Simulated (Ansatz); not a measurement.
What each rung costs, and what it gives

The pair of K⁺ (SMILES [K+], atom 1) and CH5N (SMILES CN, atoms 2–8), both closed shells, in one local arrangement (a lower one may exist), relaxed at PBE0-D4/def2-TZVP:

K1  (1.458, 2.217, -1.250)
C2  (-0.415, -0.679, -0.217)
N3  (0.245, 0.431, 0.492)
H4  (-0.900, -1.395, 0.452)
H5  (0.319, -1.223, -0.814)
H6  (-1.176, -0.284, -0.893)
H7  (0.913, 0.040, 1.150)
H8  (-0.444, 0.893, 1.079)
(Å)

Interaction energies are counterpoise-corrected; the time is that of the whole pair.

Computed with Ansatz 0.2.0 (basis: as named in each row); correlated methods freeze the cores. The outer core shell of Li, Na, Mg and K is correlated. The def2 sets are not built for correlating such inner shells, so the correlated values are less sure here. B3LYP uses VWN-RPA correlation. Extrapolation: Hartree–Fock as exp(−7.88 √X), correlation as X^−2.97.

Times are rough, for one single point on 2 threads of a shared host (Intel Xeon Platinum 8488C).

The estimate by CCSD(T) at an estimated basis limit (MP2 extrapolated from triple and quadruple zeta, plus CCSD(T) − MP2 in triple zeta) is -85.3 kJ/mol.

```
   method        basis  time (s)  interaction energy (kJ/mol)  method less estimate
       HF       STO-3G   under 1                        -81.5                   3.8
   PBE-D4       STO-3G   under 1                       -109.3                 -24.0
    SPW92     def2-SVP   under 1                       -100.7                 -15.4
   PBE-D4     def2-SVP   under 1                        -90.2                  -4.9
  PBE0-D4     def2-SVP   under 1                        -91.0                  -5.7
 B3LYP-D4        6-31G   under 1                       -108.3                 -23.0
  CCSD(T)     def2-SVP         1                        -81.5                   3.8
   PBE-D4  def2-TZVPPD         2                        -85.2                   0.1
revPBE-D4  def2-TZVPPD         2                        -81.1                   4.3
  BLYP-D4  def2-TZVPPD         2                        -83.8                   1.5
  PBE0-D4  def2-TZVPPD         2                        -85.8                  -0.4
 B3LYP-D4  def2-TZVPPD         2                        -85.6                  -0.2
 HSE06-D4  def2-TZVPPD         2                        -85.7                  -0.4
r2SCAN-D4  def2-TZVPPD         3                        -82.5                   2.9
  wB97M-V     def2-SVP         4                        -89.9                  -4.5
   B2PLYP  def2-TZVPPD         4                        -81.8                   3.5
  wB97X-V  def2-TZVPPD         6                        -84.8                   0.5
   B97M-V  def2-TZVPPD         8                        -81.6                   3.7
  wB97M-V  def2-TZVPPD         8                        -84.6                   0.7
      MP2  def2-QZVPPD        12                        -84.6                   0.7
  CCSD(T)  def2-TZVPPD        32                        -80.6                   4.8
```

T1 diagnostic: at most 0.009.
